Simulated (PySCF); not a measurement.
Molecule: C₂H₈BN₂, net charge 0, doublet state. It need not be the lowest isomer of its formula. 
Geometry from a B3LYP-D3(BJ)/def2-TZVP (Ansatz) optimisation:
SMILES: NB(N)C[CH2]
```xyz
13

C      1.9752     0.4443    -0.4890
C      1.0435    -0.4561     0.2266
B     -0.5215    -0.1015     0.1180
N     -1.4483    -0.9386     0.7887
N     -0.9447     1.0183    -0.6301
H      2.2284     0.2782    -1.5274
H      2.3637     1.3374    -0.0184
H      1.2865    -0.4808     1.2962
H      1.1582    -1.4856    -0.1351
H     -2.4439    -0.7999     0.7806
H     -1.1614    -1.7381     1.3241
H     -1.9025     1.3013    -0.7429
H     -0.2824     1.6076    -1.1031
```
Charge 0, spin multiplicity 2.

Dispersion corrections to the total energy (kcal/mol) from the dftd3 and dftd4 libraries through PySCF: D3(BJ) without and D4 with the three-body term, each with the damping fitted for the functional named.

| functional | D3(BJ) | D4 |
|---|---|---|
| TPSS | -7.00 | ? |
| revPBE | -14.44 | ? |
| PW6B95 | -2.61 | -4.49 |
| BLYP | -11.62 | -11.69 |
| BP86 | -8.47 | -6.84 |
| TPSSh | -6.40 | -6.46 |
| B3LYP | ? | -8.33 |

Task: Fill in the missing entries.

Result: 
- TPSS, D4: -7.09
- revPBE, D4: -17.74
- B3LYP, D3(BJ): -9.45
